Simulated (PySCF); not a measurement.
A calculated (UHF, PySCF 2.14, pcseg-2, the non-relativistic Hamiltonian (point nucleus)) atom or ion has these occupied shells.

```csv
shell,electrons,orbital energy (eV),"rms radius, mean of both spins (bohr)"
1s,2,-9631.3,0.0592
2s,2,-1225.2,0.249
2p,6,-1077.3,0.221
3s,2,-173.42,0.744
3p,6,-124.76,0.782
3d,10,-41.660,0.980
```

**Question.** Name the element and its charge.

**Answer.** Zn(2+) (zinc, charge +2), in [Ar] 3d10, closed-shell 1S.
